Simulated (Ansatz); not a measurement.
Gas-phase electronic energies from Ansatz, PBE0-D4/def2-TZVP geometries. CBS: MP2 limit from def2 TZ/QZ plus the TZ coupled-cluster correction, frozen cores. This one scheme is used for every species. Functionals use def2-TZVPP. B3LYP here is the variant with VWN-RPA as its local correlation; programs differ in this. HSE06 is defined as in plane-wave codes. For Ga, Ge outer-core shells are correlated without core-valence functions, which leaves a few kJ/mol of doubt a bond. Scalar relativity is left out up to krypton. Each species was taken in one conformer, which may not be the lowest.

Consider the substitution at a C–Ga bond: `C=[CH][GaH][GeH3]` + H₂S → `C=CS` + `[GaH2][GeH3]`.

```tsv
level	ΔE (kJ/mol)	difference from CCSD(T)/CBS
BLYP-D4	36.7	-13.0
B97M-V	30.0	-19.7
PBE0-D4	36.3	-13.4
B3LYP-D4	39.1	-10.6
r2SCANh-D4	36.1	-13.6
r2SCAN0-D4	37.7	-12.0
HSE06-D4	36.2	-13.5
PBE0	33.7	-16.0
B3LYP	34.9	-14.8
r2SCANh	35.1	-14.6
MP2/def2-SVP	47.4	-2.3
CCSD/def2-SVP	45.7	-4.0
SCS-MP2/def2-TZVPP	48.2	-1.5
CCSD(T)/def2-TZVPP	49.8	0.1
MP2/CBS(def2)	50.3	0.6
CCSD/CBS(def2)	49.6	-0.1
CCSD(T)/CBS	49.7	0
```

Largest T1 diagnostic among the species: 0.013.

Leaving LDA and LC-ωPBE aside and taking each functional with its dispersion term where it has one, the values, not all of them listed here, spread over 13.3 kJ/mol, from B97M-V to BHLYP-D4. The D4 term adds +4.2 kJ/mol with B3LYP and +2.6 kJ/mol with PBE0; it sums over pairs of atoms, weighted by their polarisabilities, and B3LYP, whose exchange is more repulsive, gets the larger term. From PBE to PBE0 (25 % exact exchange), in def2-TZVPP and without D4, ΔE moves by +3.6 kJ/mol.
